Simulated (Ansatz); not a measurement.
C$_{3}$H$_{11}$AsSi (`CC(C)[AsH][SiH3]`), 16 atoms. Total charge 0; spin multiplicity 1. Correlated methods include outer-core shells of As, which these sets cover unevenly. Scalar relativity is left out up to krypton. All runs use 4 threads of an Intel Xeon 6975P-C on a shared host. Correlated methods freeze the cores.

**Question.** How many basis functions does each run have, and how long does it take in Ansatz? RKS r2SCANh-D4/def2-TZVPP energy; RKS ωB97M-V/def2-TZVPP energy and forces; RKS B3LYP-D4/def2-TZVPP energy and forces; RKS ωB97M-V/def2-QZVPP energy; RHF-MP2/def2-TZVPP energy; RHF-MP2/def2-QZVPP energy; RHF-CCSD(T)/def2-SVP energy; RKS PBE0-D4/def2-TZVP frequencies; direct RPA on PBE orbitals/def2-TZVPP energy; RKS PBE0-D4/def2-TZVP relaxation (24 steps); RKS ωB97M-V/def2-SVP energy; RKS B97M-V/def2-TZVPP energy. (Best estimate.)

**Answer.** Ansatz gave: Other jobs shared the machine, so times are rough.

```tsv
level	job	functions	wall time	peak host memory (GiB)
RKS ωB97M-V/def2-SVP	energy	147	4.4 s	0.69
RKS r2SCANh-D4/def2-TZVPP	energy	337	6.5 s	1.3
direct RPA on PBE orbitals/def2-TZVPP	energy	337	7 s	1.1
RKS B3LYP-D4/def2-TZVPP	energy and forces	337	7.5 s	1.4
RHF-MP2/def2-TZVPP	energy	337	7.5 s	1.2
RHF-CCSD(T)/def2-SVP	energy	147	10 s	1.3
RKS B97M-V/def2-TZVPP	energy	337	11 s	0.71
RKS ωB97M-V/def2-TZVPP	energy and forces	337	13 s	1.8
RKS ωB97M-V/def2-QZVPP	energy	660	26 s	4.1
RHF-MP2/def2-QZVPP	energy	660	40 s	6.9
RKS PBE0-D4/def2-TZVP	relaxation (24 steps)	244	94 s	0.92
RKS PBE0-D4/def2-TZVP	frequencies	244	4.4 min	0.92
```

B3LYP here is the variant with VWN-RPA as its local correlation; programs differ in this.
